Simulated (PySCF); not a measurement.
**Dipole response of Ga (gallium, neutral)**

[Ar] 3d10 4s2 4p1, 2P determinant. Calculation: PySCF 2.14, in def2-TZVPPD (7s5p5d1f, 54 functions); the non-relativistic Hamiltonian (point nucleus). Coupled (time-dependent) response in atomic units; α is the mean over directions.

| method | mean α (bohr³) | α xx, yy, zz | C₆ (like pair) | S(−4) |
| --- | --- | --- | --- | --- |
| UHF | 53.98 | 44.77, 72.40, 44.77 | 467.0 | 1588 |
| PBE | 54.59 | 42.97, 77.83, 42.97 | 443.7 | 2144 |
| PBE0 | 53.60 | 42.96, 74.90, 42.96 | 444.1 | 1850 |
| BP86 | 54.94 | 43.19, 78.44, 43.19 | 446.8 | 2165 |
| CAM-B3LYP | 50.50 | 40.91, 69.68, 40.91 | 409.8 | 1604 |

S(−4) is the Cauchy moment in α(ω) = α(0) + S(−4) ω² + …

Reference α: 50 ± 3 bohr³ (recommended; Schwerdtfeger and Nagle, table of static dipole polarizabilities (2023 update)). Published C₆: 498.0 (Chu and Dalgarno (2004); Tang, Norbeck and Certain (1976)).

Spin-orbit coupling is absent.

α(iu) at CAM-B3LYP:

```csv
u (hartree),α(iu) (bohr³)
0,50.50
0.0500,46.94
0.100,39.58
0.200,26.31
0.300,17.90
0.500,9.510
0.750,5.309
1.00,3.433
1.50,1.824
2.00,1.149
3.00,0.5847
5.00,0.2400
```

A single London oscillator, α(iu) = α/(1 + u²/ω²), gives C₆ = (3/4) ω α². Matching the computed C₆ needs ω = 4 × 409.8 / (3 × 50.50²) = 0.214 hartree.

The components differ because the open shell of this determinant is not spherical; for a pure term their mean is the scalar polarisability.
